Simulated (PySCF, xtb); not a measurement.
H4OSiTe, SMILES [SiH3]O[TeH].

Harmonic wavenumbers (cm⁻¹) from xtb with GFN2-xTB at its own minimum, in rising order: 58, 123, 133, 413, 604, 615, 653, 734, 795, 829, 922, 1951, 2215, 2243, 2325.

Task: What does PBE0-D3(BJ)/def2-SVP (PySCF) give at its own minimum? (The exact figures need the calculation; the answer reports its results.)

Result: 116, 137, 142, 503, 694, 718, 724, 914, 935, 947, 984, 2114, 2219, 2225, 2255. Paired by order, the mean absolute difference is 79 cm⁻¹ and the zero-point energies are 20.9 and 22.3 kcal/mol.
